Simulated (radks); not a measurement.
Polarisabilities and homonuclear dispersion coefficients (atomic units). Code: a radial shooting solver on a logarithmic mesh with Libxc functionals. Model: scalar-relativistic Kohn-Sham, LDA (Slater exchange, Perdew-Wang correlation), spin-polarised, spherical densities, finite nucleus; open shells are filled with parallel spins first (spin-orbit coupling, left out, can overturn this in heavy ions); Fermi nuclear charge, rms radius of each element as measured or else 0.836 A^(1/3) + 0.57 fm. Response by self-consistent Sternheimer equations with the Hartree and adiabatic LDA kernel, the relativistic mass of each level held fixed and spin-orbit coupling left out. For heavy and open-shell atoms this level of theory can miss by tens of per cent. "Uncoupled" leaves out the induced potential. Quadrupole and octupole values are given only where no p, d or f shell is open.

species,configuration,alpha1 (bohr^3),"alpha1, uncoupled",alpha2 (bohr^5),alpha3 (bohr^7),C6,C8,recommended alpha1
Xe,[Xe],28.73,47.46,228.8,3847,306.5,12740,27.32 +/- 0.2
Cs+,[Xe],16.22,27.29,90.94,1023,140.9,4217,-
Ba2+,[Xe],10.71,18.17,47.36,399.1,78.78,1865,-
La3+,[Xe],7.685,13.08,28.48,188.9,49.06,962.5,-
Ce4+,[Xe],5.808,9.898,18.98,100.8,32.74,547.1,-
Pr5+,[Xe],4.551,7.755,14.13,58.34,22.93,332.0,-
Nd6+,[Kr] 4d10 4f2 5s2 5p4,3.670,6.290,-,-,15.48,-,-
Pm7+,[Kr] 4d10 4f3 5s2 5p3,2.952,5.045,-,-,10.76,-,-
Sm8+,[Kr] 4d10 4f4 5s2 5p2,2.398,4.093,-,-,7.545,-,-

Recommended values: Schwerdtfeger and Nagle, table of static dipole polarisabilities (2023 update), measured or computed.
